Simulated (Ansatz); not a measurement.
Ansatz (an electronic-structure program) input (wB97X-V/def2-TZVPD):

Ansatz 0.2 input:
```yaml
crystal:
  periodic: [false, false, false]
  atoms:
    - {symbol: Sn, position_ang: [0.14553194, -0.15056115, 0.26211266]}
    - {symbol: O, position_ang: [0.88741190, 0.19144519, -1.57029064]}
    - {symbol: F, position_ang: [-1.59732138, 0.66627732, -0.06036752]}
basis:
  gaussian:
    orbitals: def2-TZVPD
hamiltonian:
  xc: {name: wB97X-V}
total_charge: -1
```

End of the output:

```
integrals: 0.07 GiB planned
845 factors; their error is unknown
integrals: 0.10 GiB planned
227 factors; integrals over basis functions are off by at most 2.1e-5 eV
mean field: 0.62 GiB planned
mean field evaluation 1: about -10593.5709 eV, gradient 4.1e1 eV
mean field evaluation 2: about -10568.7156 eV, gradient 1.2e2 eV
mean field evaluation 4: about -10597.2884 eV, gradient 5.6e0 eV
mean field evaluation 8: about -10597.3991 eV, gradient 1.7e-1 eV
mean field evaluation 16: about -10597.3992 eV, gradient 9.8e-5 eV
mean field -10597.39922410 eV, -389.4472383106 hartree, gradient 3.5e-5 eV, S^2 0.000000; 0 other end points of the search recorded, 0 dependent functions left out
reference -10597.39922224 eV, -389.4472382423 hartree; 20, 20 occupied and 116, 116 virtual orbitals, 845 factors
Total energy: -10597.39922224 eV, -389.4472382423 hartree
```

This state (charge -1, singlet) is run at the relaxed geometry of the species with charge 0 and multiplicity 2.
